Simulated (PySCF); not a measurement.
Simulation results for BClGeH$_{3}$N, BGeH$_{4}$NO

All values are calculated (PySCF 2.14.0). Calculation on a computer-drawn molecule: optimised geometry and harmonic frequencies of an isolated molecule of the commonest isotopes, restricted reference for singlets and unrestricted otherwise, frozen core in MP2; on germanium a core potential holds 10 electrons, which the energies leave out, and 3d is frozen in MP2 and coupled-cluster steps.

Common to all runs: charge 0; multiplicity 1; basis and core potential on germanium cc-pVDZ-PP ECP10MDF.

```yaml
- entry: 1
  formula: BClGeH3N
  start_structure:
    atoms_angstrom:
      - [B, 1.4483, -0.3505, 1.0083]
      - [Ge, -0.3182, -1.2754, 0.9149]
      - ["N", -0.6963, -2.3943, -0.2025]
      - [Cl, -1.7267, -0.7253, 2.4918]
      - [H, 2.2638, -0.5076, 0.207]
      - [H, 1.6218, 0.467, 1.8417]
      - [H, -1.6267, -2.8707, -0.2826]
  given:
    method: HF
    basis: "cc-pV(D+d)Z"
    drawn_bonds_atom: [1, 2, 2, 1, 1, 3]
    drawn_bonds_other_atom: [2, 3, 4, 5, 6, 7]
    drawn_bonds_order: [1, 2, 1, 1, 1, 1]
  results:
    optimised_atom_element: [B, Ge, "N", Cl, H, H, H]
    "optimised_atom_x [angstrom]": [1.464, -0.3346, -0.7256, -1.717, 2.289, 1.638, -1.647]
    "optimised_atom_y [angstrom]": [-0.2886, -1.308, -2.444, -0.7369, -0.5226, 0.494, -2.851]
    "optimised_atom_z [angstrom]": [1.021, 0.8842, -0.2812, 2.465, 0.1943, 1.901, -0.2052]
    "modes_frequency [cm^-1]": [40.73, 151.1, 164.6, 217.4, 409.1, 575.8, 697.9, 720.4, 916.3, 963.1, 1002, 1237, 2737, 2853, 3751]
    "modes_reduced_mass [dalton]": [1.024, 3.559, 6.502, 5.09, 31.96, 4.762, 1.126, 1.244, 1.474, 1.298, 3.643, 1.14, 1.047, 1.133, 1.076]
    "rotational_constants [GHz]": [5.881, 3.018, 1.994]
    "total_energy [hartree]": -833.7256
    "convergence_status_largest_gradient_component [hartree/bohr]": 1.612e-05
- entry: 2
  formula: BClGeH3N
  start_structure:
    atoms_angstrom:
      - [B, 1.4641, -0.2886, 1.0205]
      - [Ge, -0.3346, -1.3083, 0.8842]
      - ["N", -0.7256, -2.4439, -0.2812]
      - [Cl, -1.7174, -0.7369, 2.465]
      - [H, 2.2891, -0.5226, 0.1943]
      - [H, 1.6375, 0.494, 1.9009]
      - [H, -1.647, -2.8505, -0.2052]
  given:
    method: MP2
    basis: "cc-pV(D+d)Z"
    drawn_bonds_atom: [1, 2, 2, 1, 1, 3]
    drawn_bonds_other_atom: [2, 3, 4, 5, 6, 7]
    drawn_bonds_order: [1, 2, 1, 1, 1, 1]
  results:
    optimised_atom_element: [B, Ge, "N", Cl, H, H, H]
    "optimised_atom_x [angstrom]": [1.454, -0.3458, -0.6845, -1.746, 2.272, 1.654, -1.637]
    "optimised_atom_y [angstrom]": [-0.2942, -1.287, -2.454, -0.7279, -0.548, 0.5025, -2.848]
    "optimised_atom_z [angstrom]": [1.02, 0.9179, -0.3224, 2.499, 0.1801, 1.894, -0.2098]
    "modes_frequency [cm^-1]": [135.5, 139.2, 164.9, 189.1, 401.6, 571.0, 666.8, 675.6, 818.9, 890.4, 933.9, 1183, 2671, 2789, 3443]
    "modes_reduced_mass [dalton]": [2.476, 3.552, 1.376, 5.255, 29.22, 4.671, 1.128, 1.246, 6.932, 1.231, 1.296, 1.144, 1.048, 1.133, 1.075]
    "rotational_constants [GHz]": [5.936, 2.919, 1.957]
    "total_energy [hartree]": -834.2090
    "convergence_status_largest_gradient_component [hartree/bohr]": 2.693e-05
- entry: 3
  formula: BGeH4NO
  start_structure:
    atoms_angstrom:
      - [B, -1.0721, -1.4589, -0.1432]
      - [Ge, 0.0891, -0.2792, 0.9548]
      - ["N", -0.0649, 1.3729, 1.1804]
      - [O, 1.4312, -1.1522, 1.7869]
      - [H, -1.926, -0.9711, -0.7207]
      - [H, -0.8573, -2.5581, -0.2218]
      - [H, 0.5874, 1.8656, 1.7193]
      - [H, 1.5288, -2.051, 1.7383]
  given:
    method: HF
    basis: cc-pVDZ
    drawn_bonds_atom: [1, 2, 2, 1, 1, 3, 4]
    drawn_bonds_other_atom: [2, 3, 4, 5, 6, 7, 8]
    drawn_bonds_order: [1, 2, 1, 1, 1, 1, 1]
  results:
    optimised_atom_element: [B, Ge, "N", O, H, H, H, H]
    "optimised_atom_x [angstrom]": [-1.069, 0.1466, -0.07042, 1.455, -1.968, -0.8742, 0.6015, 1.494]
    "optimised_atom_y [angstrom]": [-1.469, -0.254, 1.401, -1.114, -0.9618, -2.646, 1.859, -2.048]
    "optimised_atom_z [angstrom]": [-0.1568, 1.001, 1.155, 1.832, -0.7523, -0.2251, 1.755, 1.685]
    "modes_frequency [cm^-1]": [94.85, 172.3, 189.4, 252.1, 296.7, 573.0, 684.3, 712.5, 741.1, 916.4, 938.6, 957.9, 1003, 1253, 2718, 2827, 3737, 4155]
    "modes_reduced_mass [dalton]": [1.052, 3.069, 5.829, 4.7, 1.088, 4.639, 1.131, 1.255, 11.43, 1.144, 1.544, 1.304, 3.186, 1.142, 1.051, 1.129, 1.076, 1.067]
    "rotational_constants [GHz]": [6.514, 5.873, 3.088]
    "total_energy [hartree]": -449.6407
    "convergence_status_largest_gradient_component [hartree/bohr]": 4.147e-05
```
